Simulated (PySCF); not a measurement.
Species: (Et2Ga-mu-Cl)2, C₈H₂₀Cl₂Ga₂.
Bonds: Ga1–C2, Ga1–C4, Ga1–Cl6, Ga1–Cl12, C2–C3, C4–C5, Cl6–Ga7, Ga7–C8, Ga7–C10, Ga7–Cl12, C8–C9, C10–C11. Hydrogens: H13, H14 on C2; H15, H16, H17 on C3; H18, H19 on C4; H20, H21, H22 on C5; H23, H24 on C8; H25, H26, H27 on C9; H28, H29 on C10; H30, H31, H32 on C11.

Theory: PySCF, PBE0-D3(BJ)/def2-SVP geometry optimisation, gas phase.

(1) Give the optimised bond lengths and angles.

## Answers

(1) 
```json
{"bond": "Ga1–C2 and 3 like bonds", "length (Å)": "1.967"}
{"bond": "Ga1–Cl6, Ga1–Cl12, Cl6–Ga7", "length (Å)": "2.403"}
{"bond": "C2–C3 and 3 like bonds", "length (Å)": "1.523"}
{"bond": "C2–H13 and 7 like bonds", "length (Å)": "1.104"}
{"bond": "C3–H15 and 11 like bonds", "length (Å)": "1.102"}
{"bond": "Ga7–Cl12", "length (Å)": "2.410"}
```

Bonds in one row agree within 0.01 Å and their mean is given. A selection of angles:
```json
{"angle": "C2–Ga1–C4", "degrees": "130.6"}
{"angle": "C2–Ga1–Cl6", "degrees": "106.5"}
{"angle": "Cl6–Ga1–Cl12", "degrees": "88.1"}
{"angle": "Ga1–C2–C3", "degrees": "116.3"}
{"angle": "Ga1–C4–C5", "degrees": "117.2"}
{"angle": "Ga1–Cl6–Ga7", "degrees": "91.2"}
{"angle": "Cl6–Ga7–C10", "degrees": "106.3"}
{"angle": "Ga7–C8–C9", "degrees": "114.4"}
```

Torsions: C4–Ga1–C2–C3 -175° (antiperiplanar); C2–Ga1–C4–C5 172° (antiperiplanar); C2–Ga1–Cl6–Ga7 118° (anticlinal); C2–Ga1–Cl12–Ga7 -117° (anticlinal); Ga1–Cl6–Ga7–C8 97° (anticlinal); Cl6–Ga7–C8–C9 -137° (anticlinal); Cl6–Ga7–C10–C11 50° (synclinal); Cl6–Ga7–Cl12–Ga1 10° (synperiplanar).

Of the pairs four or more bonds apart, H20···H23 is among the closest relative to their van der Waals radii: 2.37 Å, 99 % of the sum of Bondi's values. Ga1 (gallium bonded to 2 C and 2 Cl) has angles from 88.1° to 130.6°.

Point group: C1 (no symmetry element, even within 0.4 Å). Whether it is a minimum is left open (no frequencies). The numbers are those of one conformer.
